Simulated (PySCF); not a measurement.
Two species compared at the same levels of theory.

First species: vinylcyanoacetylene, C5H3N.
Cartesian coordinates in Å at the PBE0-D3(BJ)/def2-SVP level; atoms count from 1:
```
atom  x, y, z in Å
C1    -1.610   -1.001   -0.573
C2    -0.485   -1.042    0.158
C3     0.408    0.051    0.288
C4     1.188    0.981    0.410
C5     2.065    2.027    0.544
N6     2.810    2.914    0.659
H7    -1.903   -0.100   -1.118
H8    -2.263   -1.874   -0.638
H9    -0.210   -1.955    0.698
```

Second species: ZnMe(nBu), C5H12Zn (singlet state).
SMILES: `CCC[CH2][Zn][CH3]`

Levels: PBE0/def2-SVPD for HOMO energy, LUMO energy, HOMO–LUMO gap and static isotropic polarisability; TDDFT PBE0/def2-SVPD for lowest singlet excitation; TDA PBE0/def2-SVPD for lowest triplet excitation (Tamm–Dancoff). Geometries: PBE0-D3(BJ)/def2-SVP. Each species is one conformer at its optimised geometry, gas phase, non-relativistic unless stated; the electronic structure was computed with PySCF and density fitting.

```json
{"property": "HOMO energy", "column X": "-7.88 eV", "column Y": "-6.81 eV"}
{"property": "LUMO energy", "column X": "-2.38 eV", "column Y": "0.02 eV"}
{"property": "HOMO–LUMO gap", "column X": "5.50 eV", "column Y": "6.83 eV"}
{"property": "lowest singlet excitation", "column X": "4.51 eV", "column Y": "5.52 eV"}
{"property": "lowest triplet excitation (Tamm–Dancoff)", "column X": "2.98 eV", "column Y": "5.30 eV"}
{"property": "static isotropic polarisability", "column X": "73.4 au", "column Y": "89.7 au"}
```

Question: Which column belongs to which species?

Answer: Column X is the first species and column Y the second. The first has 9 atoms and 40 electrons, the second 18 and 72.

Question: How does each property change from the first species to the second?

Answer: HOMO energy +1.07 eV; LUMO energy +2.40 eV; HOMO–LUMO gap +1.33 eV; lowest singlet excitation +1.01 eV; lowest triplet excitation (Tamm–Dancoff) +2.32 eV; static isotropic polarisability +16.3 au.

On the first: No computed singlet falls in the visible range (750 to 380 nm, 1.65 to 3.26 eV); S1 lies 1.25 eV above its blue end. The 10 singlets span 4.51 to 7.58 eV, and their oscillator strengths add up to 1.11.

On the second: The polarisability is 13.29 Å³ as a volume (1 au = 0.148185 Å³), or 1.25 au for each of the 72 electrons. S1 lies 1.31 eV below the HOMO–LUMO gap; its leading configuration is HOMO→LUMO, weight 0.98.
